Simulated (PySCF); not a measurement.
**SiHg⁺ at UHF**

Level: UHF. Si def2-SVP, Hg def2-SVP with ECP60; scalar-relativistic core potentials (PySCF 2.14).

| Quantity | Value |
| --- | --- |
| state | ²Π (doublet), unpaired electrons π ↑ |
| bond length | 279.7 pm |
| harmonic wavenumber | 167 cm⁻¹ |
| force constant | 0.404 mdyn/Å |
| rotational constant Be | 0.08767 cm⁻¹ |
| anharmonicity ωexe | 0.885 cm⁻¹ |
| vibration–rotation constant αe | 0.000679 cm⁻¹ |
| well depth De to Si⁺ + Hg | 20.8 kcal/mol |
| dissociation energy D0 | 20.6 kcal/mol |
| bond order (Mayer) | 0.68 |
| dipole moment (positive dipole points towards Hg; it is taken about the centre of mass and depends on that origin) | -4.65 D |

These are scalar-relativistic numbers at best; spin–orbit coupling would shift them, the dissociation energy most. For an ion De counts to the pair picked by the measured ionisation energies or electron affinities, which need not be the lowest pair at this level. Hartree–Fock leaves out correlation, which carries a large part of most bond energies and some tenths to 1 eV of ionisation energies. The state is the lowest determinant that a PBE0 search found; another state may lie lower at other levels.
